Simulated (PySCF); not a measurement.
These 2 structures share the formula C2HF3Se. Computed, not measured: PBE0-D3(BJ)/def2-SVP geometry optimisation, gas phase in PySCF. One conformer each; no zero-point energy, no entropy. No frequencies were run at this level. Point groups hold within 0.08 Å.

Question: Order them by energy at this level, lowest first, and give relative energies in kcal/mol.
A. `[F:1][C:2](=[Se:3])[CH:4]([F:5])[F:6]` with F1–C2–C4–F5 -59°
B. `FC(F)(F)C=[Se]`

Answer: B (0.0), A (9.0).

```json
{"SMILES": "FC(F)(F)C=[Se]", "E (Eh)": "-2776.63581", "E rel (kcal/mol)": "0.0", "dipole (D)": "1.31", "point group": "Cs", "A, B, C (MHz)": "5514, 1138, 1129"}
{"SMILES": "FC(=[Se])C(F)F", "E (Eh)": "-2776.62148", "E rel (kcal/mol)": "9.0", "dipole (D)": "1.32", "point group": "C1", "A, B, C (MHz)": "3948, 1483, 1145"}
```
